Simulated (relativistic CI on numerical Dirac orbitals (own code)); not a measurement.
**Co+: K-beta X-ray emission**

Computed with this model: Dirac-Coulomb-Breit CI, orbitals from a KLI potential per configuration, model QED (radiative potential, 1s self-energy scaled to tabulated hydrogen-like ionisation energies), multiplet model of X-ray emission after core ionisation, unscaled Slater integrals; configurations [Ar] 3d8 → 1s 2s2 2p6 3s2 3p6 3d8 → [Ne] 3s2 3p5 3d8; 80 K; Lorentzian 1.12 eV and Gaussian 1 eV FWHM. Energies are those of the free ion, without screening or charge transfer. S is read from ⟨S²⟩ = S(S + 1).

Field parameters in Wybourne normalisation: D3d B²₀ = −7Dσ, B⁴₀ = −14Dq − 21Dτ, B⁴₃ = −14√(10/7) Dq; D4h B²₀ = −7Ds, B⁴₀ = 21(Dq − Dt), B⁴₄ = 21√(5/14) Dq; Oh B⁴₀ = 21Dq, B⁴₄ = √(5/14) B⁴₀; Td as Oh with Dq negative (B⁴₀ = 21Dq, B⁴₄ = √(5/14) B⁴₀). The field is a parameter set, without covalency.

Peaks in eV (height, largest 100): 7632.2 (16), 7634.2 (11), 7638.0 (12), 7641.6 (43), 7645.4 (81), 7651.8 (100).

(1) Which surroundings give this spectrum?
A. D3d, 10Dq = 5000, Dσ = 100, Dτ = -410 cm⁻¹
B. Oh, 10Dq = 11400 cm⁻¹
C. Td, 10Dq = -7650 cm⁻¹
D. free ion

Results:

(1) C. Td, 10Dq = -7650 cm⁻¹, where the ground state has S = 1.00.
